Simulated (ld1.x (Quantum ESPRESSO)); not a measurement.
# Which change was made? (I, TM)

* Element: iodine (I)
* Generator: ld1.x (Quantum ESPRESSO) 7.5
* Type: norm-conserving Troullier–Martins (Kleinman–Bylander form)
* Functional: PBE
* Relativity: scalar-relativistic
* Frozen core: [Kr]
* Valence charge: 17
* Reference configuration: 4d10 5s2 5p5
* Partial waves: 5s (bound): rc 1.55 bohr; 4d (bound): rc 1.40 bohr; 5p (bound): rc 2.15 bohr
* Local potential: the p channel
* Core correction: none

Cutoffs, loose and tight: the cutoffs (Ry, on a coarse ladder) from which the occupation-weighted sum of valence levels, in a spherical-Bessel basis at the reference potential, stays within 10 and 1 mRy of its value at 400 Ry. They do not see the model core or the augmentation charge, which bear on the density cutoff. Test errors are all-electron minus pseudo excitation energies from the reference, over the configurations 4d10 5s2 5p4; 4d10 5s2 5p3; 4d10 5s2 5p2; 4d10 5s2 5p1; 4d10 5s1 5p6; 4d10 5s2 5p5.3; 4d10 5s1 5p5; variants that change the core or the reference have their own tests.

The base gives: outcome: generated; cutoff, loose: 110 Ry; cutoff, tight: 180 Ry; bound ghosts: none; largest test error (meV): +66.

Problem. After one change the result is: outcome: generated; cutoff, loose: 110 Ry; cutoff, tight: 200 Ry; bound ghosts: s; largest test error (meV): +78. Which change was it?
A. wave 5p (bound): rc 2.15 bohr becomes 5p (bound): rc 1.50 bohr
B. wave 5p (bound): rc 2.15 bohr becomes 5p (bound): rc 1.84 bohr
C. wave 5p (bound): rc 2.15 bohr becomes 5p (bound): rc 2.76 bohr
D. wave 5p (bound): rc 2.15 bohr becomes 5p (bound): rc 3.06 bohr

Solution. A. The others give: wave 5p (bound): rc 2.15 bohr becomes 5p (bound): rc 2.76 bohr → outcome: generated; cutoff, loose: 110 Ry; cutoff, tight: 180 Ry; bound ghosts: s; largest test error (meV): +1000 | wave 5p (bound): rc 2.15 bohr becomes 5p (bound): rc 1.84 bohr → outcome: generated; cutoff, loose: 110 Ry; cutoff, tight: 180 Ry; bound ghosts: none; largest test error (meV): +93 | wave 5p (bound): rc 2.15 bohr becomes 5p (bound): rc 3.06 bohr → outcome: generated; cutoff, loose: 110 Ry; cutoff, tight: 180 Ry; bound ghosts: s; largest test error (meV): -425.
